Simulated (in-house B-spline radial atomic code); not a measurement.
RPA and G0W0 on r2SCAN: Al⁺

Configuration [Ne] 3s2, mean-field start r2SCAN. Computed with an all-electron radial atomic-structure program (B-spline basis): all electrons, scalar-relativistic (spin-free one-electron X2C), finite nucleus, each spin shell either full or empty, empty states to l = 9 with an (l + 1/2)⁻⁴ tail; G0W0 by contour deformation at full frequency.

Command:
```bash
python run_gw.py task.json out
```
Settings (radii: box in bohr, nucleus in fm):
```
Z                        13
electrons                12
configuration            [Ne] 3s2
hamiltonian              x2c
method                   r2scan
lmax                     9
rms_radius               3.061
spin_polarised           False
box_radius               23.78
intervals                72
ion_configuration        [Ne] 3s1
```

Cost of the run: 4.2 s on 1 thread of Arm Neoverse N1, with other jobs on the host.

Energies (hartree):

```csv
term,value
mean-field total,-242.55291
Hartree-Fock functional on these orbitals,-242.10672
direct second order,-0.81905
second-order exchange,0.29882
SOSEX correction,0.26088
```

(1) What is the RPA correlation energy, and what remains with SOSEX?

Quasi-particle levels (eV):

| level | occupied | mean field | Σx - vxc | Σc | QP weight | G0W0 |
| --- | --- | --- | --- | --- | --- | --- |
| 3s | yes | -14.960 | -2.79 | ? | ? | ? |
| 3p | no | -8.862 | 4.09 | -1.40 | 0.906 | -6.175 |

G0W0 = mean field + (Σx - vxc) + Σc, with Σc (partial-wave tail included) taken at the quasi-particle energy. Levels of low weight are left out.

(2) Where does G0W0 put 3s?

(3) What does it cost to remove one electron (to [Ne] 3s1) by differences of total energies, each species on its own start (correlation terms add to the Hartree-Fock functional)?

## Answers

(1) RPA gives -0.69885 hartree (-1.58 eV per electron); RPA + SOSEX gives -0.43797, and the second-order doubles -0.52023 hartree (no singles). SOSEX takes back 37 % of the RPA value.

(2) At -19.054 eV, with Σc = -1.30 eV and a quasi-particle weight of 0.914. The tabulated removal energy is 18.829 eV (NIST, measured); the calculation leaves out spin-orbit coupling, Breit and QED terms, and what these don't explain is the method's own error.

(3) r2SCAN 18.411 eV, Hartree-Fock functional 17.538 eV, + RPA 19.214 eV, + RPA + SOSEX 18.783 eV, + second order 19.418 eV. Tabulated: 18.829 eV (NIST, measured); the calculation leaves out spin-orbit coupling, Breit and QED terms, and what these don't explain is the method's own error.
